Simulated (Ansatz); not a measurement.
FGeH8N3Si (`[NH2][GeH2][NH][SiH](N)F`) at its PBE0-D4/def2-TZVP geometry, where that method's forces vanish. The species carries charge 0 and has multiplicity 1.

```xyz
14

N    -1.7181   -0.3211    0.9672
Ge   -0.0912   -1.1965    1.0344
N     1.1829    0.0020    0.4972
Si    1.1961    0.8793   -0.9671
N    -0.3342    0.6884   -1.6543
F     1.6188    2.3831   -0.5913
H    -2.5170   -0.9415    0.9608
H    -1.8498    0.3620    1.7016
H     0.3311   -1.6474    2.4495
H    -0.2309   -2.3862    0.0737
H     1.8759    0.2280    1.1937
H     2.2188    0.4806   -1.9606
H    -0.5213    0.8275   -2.6311
H    -1.1612    0.6417   -1.0739
```

**Question.** What forces (eV/Å) does B3LYP-D4/def2-TZVPP give on these atoms in Ansatz? (Estimate.)

**Answer.** Ansatz gave: 
```
N1  -0.184  0.087  0.014
Ge2  0.063 -0.307  0.123
N3   0.148  0.101  0.015
Si4  0.155 -0.122 -0.162
N5  -0.099  0.002 -0.028
F6   0.051  0.201  0.041
H7  -0.020  0.018  0.003
H8  -0.026  0.006 -0.007
H9   0.000 -0.006  0.001
H10  0.000  0.003  0.002
H11 -0.001 -0.012  0.001
H12 -0.064  0.019  0.059
H13 -0.026  0.001 -0.002
H14  0.003  0.007 -0.059
```

B3LYP here is the variant with VWN-RPA as its local correlation; programs differ in this.
